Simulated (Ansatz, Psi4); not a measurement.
Ansatz (an electronic-structure program) was given this input:
Ansatz 0.2 input:
```yaml
crystal:
  periodic: [false, false, false]
  atoms:
    - {symbol: In, position_ang: [0.00000000, 0.00000000, 0.00000000]}
    - {symbol: Cl, position_ang: [0.00000000, 0.00000000, 2.29969147]}
    - {symbol: Cl, position_ang: [-0.00000000, -0.00000000, -2.29969147]}
basis:
  gaussian:
    orbitals: def2-SVP
hamiltonian:
  xc: {name: B97M-V}
total_charge: 1
accuracy: high
```

### Question
Convert this to an input for Psi4.

### Answer
One answer among several that fit: 
```
memory 2 GB

molecule {
1 1
  In    0.00000000    0.00000000    0.00000000
  Cl    0.00000000    0.00000000    2.29969147
  Cl   -0.00000000   -0.00000000   -2.29969147
}

set basis def2-svp
set scf_type pk
set puream true
set d_convergence 1e-8
set dft_radial_points 99
set dft_spherical_points 590

energy('b97m-v')
print_variables()
```

Both were run: Ansatz gave -1109.783711 Eh and Psi4 -1109.783739 Eh, 0.029 mEh apart.
